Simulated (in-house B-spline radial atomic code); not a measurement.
The numbers below are computed, except where a source is named.
## C6 from the polarisability at imaginary frequency: Te V (Te4+)

LC-wPBE linear response of the closed shell [Kr] 4d10 5s2, from an all-electron radial atomic-structure program (B-spline basis); scalar-relativistic (spin-free one-electron X2C), finite nucleus, no spin-orbit coupling; shells from n = 3 respond.

The dispersion coefficient of two like species is C6 = (3/π) ∫ α(iu)² du from 0 to ∞.

```
u (hartree)  α(iu) (bohr³)
          0          8.053
      0.335          6.004
      0.783          3.308
       1.34          2.033
       2.24          1.238
       3.35         0.7895
       5.03         0.4625
       7.83         0.2392
       11.2         0.1361
       16.8        0.07137
         28        0.03164
       55.9         0.0101
```

Task: Fit one oscillator, α(iu) = α(0)/(1 + u²/ω²), through u = 1.34 and estimate C6.

Result: From α(0)/α(iu) − 1 = 8.053/2.033 − 1 = 2.9611, ω = u/√2.9611 = 0.7787 hartree (21.2 eV). London's formula gives C6 = (3/4) α(0)² ω = 0.75 × 8.053² × 0.7787 = 37.87 hartree·bohr⁶, and the oscillator holds f = α(0) ω² = 4.88 electrons, of a sum of oscillator strengths of 41.4.

Task: How does that compare with the full integral?

Result: The program's quadrature over all excitations gives C6 = 33.73, so the single oscillator is off by +12.3 %. At the last point the fit gives α = 0.00156 against 0.0101: higher excitations, and deeper shells where there are any, keep the true curve higher at large u.
